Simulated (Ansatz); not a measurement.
Basis-set series for `[NH2][Y]([NH2])[OH]`. The species carries charge 0 and has multiplicity 1. Y: def2 effective core potential. Geometry: relaxed with PBE0-D4/def2-TZVP. It is one conformer, not always the lowest.

```json
{"functional": "PBE0-D4", "basis": "def2-SVP", "functions": "98", "energy (Eh)": "-225.82563", "HOMO (eV)": "-6.18", "LUMO (eV)": "-1.09"}
{"functional": "PBE0-D4", "basis": "def2-QZVPP", "functions": "402", "energy (Eh)": "-226.08192", "HOMO (eV)": "-6.47", "LUMO (eV)": "-1.23"}
{"functional": "ωB97M-V", "basis": "def2-SVP", "functions": "98", "energy (Eh)": "-225.89320", "HOMO (eV)": "-8.54", "LUMO (eV)": "0.21"}
{"functional": "ωB97M-V", "basis": "def2-QZVPP", "functions": "402", "energy (Eh)": "-226.15674", "HOMO (eV)": "-8.84", "LUMO (eV)": "-0.15"}
```

(1) Give the rows for def2-TZVPP. (Best estimate.)

Results:

(1) Ansatz gave: 
```tsv
functional	basis	functions	energy (Eh)	HOMO (eV)	LUMO (eV)
PBE0-D4	def2-TZVPP	219	-226.06715	-6.41	-1.20
ωB97M-V	def2-TZVPP	219	-226.14272	-8.79	0.02
```

Positive LUMOs are unbound and depend on the basis.
